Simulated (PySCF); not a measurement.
PySCF job for Nb(NH)(F)2(NH2) (F₂H₃N₂Nb), SMILES [F][Nb](=[NH])([F])[NH2], multiplicity 1, TDDFT-ωB97X/def2-SVPD. The structure is a stationary point at PBE0-D3(BJ)/def2-SVP. The multiplicity is an assumed one; other spin states were not compared. The def2 effective core potentials stand for the cores of Nb; spin–orbit coupling is left out. One conformer was computed; it need not be the lowest.

```python
import numpy as np
from pyscf import gto, scf, dft, tdscf

mol = gto.M(
    atom='''
    Nb   -0.03810541   -0.02440111    0.00000000
    N     0.19306357   -1.74611487    0.00000003
    H     0.19597179   -2.76119426    0.00000005
    F    -0.95244433    0.53050388    1.54989820
    F    -0.95244437    0.53050382   -1.54989821
    N     1.78787575    0.66359187   -0.00000003
    H     2.65043148    0.12821351   -0.00000003
    H     1.99334134    1.66201805   -0.00000005
    ''',
    basis='def2-SVPD',
    ecp={'Nb': 'def2-svp'},
    charge=0,
    spin=0,
    symmetry=True,
    max_memory=1600,
    verbose=4,
)
mf = dft.RKS(mol, xc='wb97x').density_fit(auxbasis='def2-universal-jkfit')
mf.grids.level = 3
mf.conv_tol = 1e-9
mf.max_cycle = 100
mf.kernel()
mf.grids = dft.Grids(mol).set(level=1).build(with_non0tab=True)  # coarser grid for the response kernel
td = tdscf.TDDFT(mf)
td.singlet = True
td.nstates = 10
td.conv_tol = 1e-4
td.positive_eig_threshold = 1e-6
td.kernel(x0=td.get_init_guess(mf, 15))
td.analyze()
tt = tdscf.TDA(mf)
tt.singlet = False
tt.nstates = 4
tt.conv_tol = 1e-4
tt.positive_eig_threshold = 1e-6
tt.kernel(x0=tt.get_init_guess(mf, 9))
tt.analyze(verbose=3)
```

It prints:

```
PySCF version 2.14.0

[INPUT] verbose = 4
[INPUT] num. atoms = 8
[INPUT] num. electrons = 48
[INPUT] charge = 0
[INPUT] spin (= nelec alpha-beta = 2S) = 0
[INPUT] symmetry True subgroup None
[INPUT] Mole.unit = angstrom
[INPUT] Symbol           X                Y                Z      unit          X                Y                Z       unit  Magmom
[INPUT]  1 Nb    -0.038105410000  -0.024401110000   0.000000000000 AA   -0.072008788764  -0.046111415035   0.000000000000 Bohr   0.0
[INPUT]  2 N      0.193063570000  -1.746114870000   0.000000030000 AA    0.364837271931  -3.299678886331   0.000000056692 Bohr   0.0
[INPUT]  3 H      0.195971790000  -2.761194260000   0.000000050000 AA    0.370333011241  -5.217900928121   0.000000094486 Bohr   0.0
[INPUT]  4 F     -0.952444330000   0.530503880000   1.549898200000 AA   -1.799858932595   1.002507041219   2.928883118956 Bohr   0.0
[INPUT]  5 F     -0.952444370000   0.530503820000  -1.549898210000 AA   -1.799859008184   1.002506927836  -2.928883137854 Bohr   0.0
[INPUT]  6 N      1.787875750000   0.663591870000  -0.000000030000 AA    3.378595512251   1.254006892788  -0.000000056692 Bohr   0.0
[INPUT]  7 H      2.650431480000   0.128213510000  -0.000000030000 AA    5.008589609126   0.242288419369  -0.000000056692 Bohr   0.0
[INPUT]  8 H      1.993341340000   1.662018050000  -0.000000050000 AA    3.766869205374   3.140758928584  -0.000000094486 Bohr   0.0

nuclear repulsion = 214.396518233673
point group symmetry = Cs
symmetry origin: [-6.46485261e-09  2.23783354e-09 -2.98377818e-09]
symmetry axis x: [1.00000000e+00 4.87951914e-10 2.04328297e-08]
symmetry axis y: [ 4.87951556e-10 -1.00000000e+00  1.75097228e-08]
symmetry axis z: [ 2.04328297e-08 -1.75097226e-08 -1.00000000e+00]
num. orbitals of irrep A' = 92
num. orbitals of irrep A" = 52
number of shells = 58
number of NR pGTOs = 216
number of NR cGTOs = 144
basis = def2-SVPD
ecp = {'Nb': 'def2-svp'}


[settings echo left out]
init E= -360.343610055162
HOMO (A") = -0.605775852176416  LUMO (A') = -0.481102669148619  gap/eV = 3.39253
cycle= 1 E= -366.832475968803  delta_E= -6.49  |g|= 2.09  |ddm|= 5.99
HOMO (A") = -0.181081713456536  LUMO (A') = 0.0130629667907378  gap/eV = 5.28295
cycle= 2 E= -366.760314643981  delta_E= 0.0722  |g|= 2.16  |ddm|= 4.42
HOMO (A") = -0.30412132976544  LUMO (A') = 0.0498573793926038  gap/eV = 9.63225
cycle= 3 E= -367.846912700907  delta_E= -1.09  |g|= 0.333  |ddm|= 2.55
HOMO (A") = -0.399477738210228  LUMO (A') = 0.0114948312633594  gap/eV = 11.18313
cycle= 4 E= -367.861226385492  delta_E= -0.0143  |g|= 0.244  |ddm|= 0.592
HOMO (A") = -0.396729639810707  LUMO (A') = 0.0306328615185131  gap/eV = 11.62913
cycle= 5 E= -367.8733392112  delta_E= -0.0121  |g|= 0.0537  |ddm|= 0.216
HOMO (A") = -0.39541613046107  LUMO (A') = 0.0325959620883951  gap/eV = 11.64680
cycle= 6 E= -367.873987500247  delta_E= -0.000648  |g|= 0.0164  |ddm|= 0.0554
HOMO (A") = -0.396240474761539  LUMO (A') = 0.0311435180059167  gap/eV = 11.62971
cycle= 7 E= -367.874106348689  delta_E= -0.000119  |g|= 0.00453  |ddm|= 0.0301
HOMO (A") = -0.396270266282624  LUMO (A') = 0.0307885469587445  gap/eV = 11.62086
cycle= 8 E= -367.874121560253  delta_E= -1.52e-05  |g|= 0.00199  |ddm|= 0.0132
HOMO (A") = -0.396274785817062  LUMO (A') = 0.0306788272435943  gap/eV = 11.61800
cycle= 9 E= -367.874123182166  delta_E= -1.62e-06  |g|= 0.00108  |ddm|= 0.00382
HOMO (A") = -0.396275640341786  LUMO (A') = 0.0307475938730116  gap/eV = 11.61989
cycle= 10 E= -367.874123567737  delta_E= -3.86e-07  |g|= 0.000237  |ddm|= 0.00169
HOMO (A") = -0.396280124895732  LUMO (A') = 0.0307444325873789  gap/eV = 11.61993
cycle= 11 E= -367.874123609358  delta_E= -4.16e-08  |g|= 6.59e-05  |ddm|= 0.000606
HOMO (A") = -0.396280825260023  LUMO (A') = 0.0307462099979775  gap/eV = 11.62000
cycle= 12 E= -367.874123615431  delta_E= -6.07e-09  |g|= 2.45e-05  |ddm|= 0.000241
HOMO (A") = -0.396278010562068  LUMO (A') = 0.0307498401277668  gap/eV = 11.62002
cycle= 13 E= -367.874123616408  delta_E= -9.77e-10  |g|= 8.54e-06  |ddm|= 0.000114
HOMO (A") = -0.396279167356222  LUMO (A') = 0.0307476300033331  gap/eV = 11.61999
Extra cycle  E= -367.874123616464  delta_E= -5.64e-11  |g|= 6.21e-06  |ddm|= 2.36e-05
converged SCF energy = -367.874123616464
tot grids = 36432
Overwritten attributes  positive_eig_threshold  of <class 'pyscf.tdscf.rks.TDDFT'>


******** <class 'pyscf.tdscf.rks.TDDFT'> for <class 'pyscf.df.df_jk.DFSymAdaptedRKS'> ********
nstates = 10 singlet
deg_eia_thresh = 1.000e-03
wfnsym = None
conv_tol = 0.0001
eigh lindep = 1e-12
eigh level_shift = 0
eigh max_cycle = 100


Excitation energies (eV)
[5.16078186 5.64768803 5.80131111 5.93611138 6.1602399  6.51068604
 6.66583307 6.81576905 6.88644119 6.98990763]

** Singlet excitation energies and oscillator strengths **
Excited State   1:  ???      5.16078 eV    240.24 nm  f=0.0010
      22 -> 26        0.13740
      23 -> 25       -0.28120
      24 -> 25        0.60432
      24 -> 32        0.11095
Excited State   2:  ???      5.64769 eV    219.53 nm  f=0.0021
      22 -> 25       -0.52119
      23 -> 26        0.18970
      24 -> 26       -0.40337
Excited State   3:   A"      5.80131 eV    213.72 nm  f=0.0040
      22 -> 26        0.58761
      23 -> 25       -0.26035
      24 -> 25       -0.25783
Excited State   4:  ???      5.93611 eV    208.86 nm  f=0.0048
      22 -> 26       -0.33565
      23 -> 25       -0.57742
      24 -> 25       -0.19612
Excited State   5:  ???      6.16024 eV    201.27 nm  f=0.0315
      22 -> 25        0.36313
      22 -> 28        0.21844
      22 -> 29        0.20100
      23 -> 26        0.12005
      24 -> 26       -0.47514
      24 -> 31        0.10035
Excited State   6:  ???      6.51069 eV    190.43 nm  f=0.0194
      23 -> 27       -0.14703
      23 -> 28        0.28303
      23 -> 29        0.10965
      24 -> 27        0.23887
      24 -> 28       -0.50917
      24 -> 29       -0.15906
Excited State   7:  ???      6.66583 eV    186.00 nm  f=0.0112
      22 -> 25       -0.12976
      22 -> 27       -0.30525
      22 -> 28        0.53267
      22 -> 30       -0.11132
      23 -> 26       -0.15769
      24 -> 31       -0.13715
      24 -> 33       -0.14393
Excited State   8:  ???      6.81577 eV    181.91 nm  f=0.0053
      23 -> 29        0.23819
      23 -> 32       -0.14572
      24 -> 27       -0.17941
      24 -> 28        0.15933
      24 -> 29       -0.48683
      24 -> 32        0.27597
Excited State   9:  ???      6.88644 eV    180.04 nm  f=0.1562
      22 -> 28       -0.13497
      23 -> 26       -0.61091
      24 -> 26       -0.25089
Excited State  10:  ???      6.98991 eV    177.38 nm  f=0.0011
      23 -> 27       -0.15126
      23 -> 28        0.56400
      23 -> 29        0.11163
      24 -> 28        0.30341

** Transition electric dipole moments (AU) **
state          X           Y           Z        Dip. S.      Osc.
  1         0.0000     -0.0000      0.0875      0.0077      0.0010
  2         0.0524      0.1111      0.0000      0.0151      0.0021
  3         0.0000      0.0000     -0.1670      0.0279      0.0040
  4        -0.0000     -0.0000     -0.1807      0.0327      0.0048
  5        -0.0695     -0.4518     -0.0000      0.2089      0.0315
  6         0.0000     -0.0000     -0.3489      0.1217      0.0194
  7         0.1932      0.1769      0.0000      0.0686      0.0112
  8        -0.0000      0.0000      0.1789      0.0320      0.0053
  9        -0.8793     -0.3908     -0.0000      0.9259      0.1562
 10         0.0000      0.0000      0.0810      0.0066      0.0011

WARN: ECP detected. Skipping calculation of transition velocity and magnetic dipole moments, which have not yet been implemented.

Overwritten attributes  positive_eig_threshold  of <class 'pyscf.tdscf.rks.TDA'>


******** <class 'pyscf.tdscf.rks.TDA'> for <class 'pyscf.df.df_jk.DFSymAdaptedRKS'> ********
nstates = 4 triplet
deg_eia_thresh = 1.000e-03
wfnsym = None
conv_tol = 0.0001
eigh lindep = 1e-12
eigh level_shift = 0
eigh max_cycle = 100


Excitation energies (eV)
[4.66926382 4.8892005  5.18987534 5.4032215 ]

** Triplet excitation energies and oscillator strengths **
Excited State   1:   A'      4.66926 eV    265.53 nm  f=0.0000
Excited State   2:   A"      4.88920 eV    253.59 nm  f=0.0000
Excited State   3:   A'      5.18988 eV    238.90 nm  f=0.0000
Excited State   4:   A'      5.40322 eV    229.46 nm  f=0.0000
```

Self-consistency was reached.

Cost: very roughly 5 core-minutes.
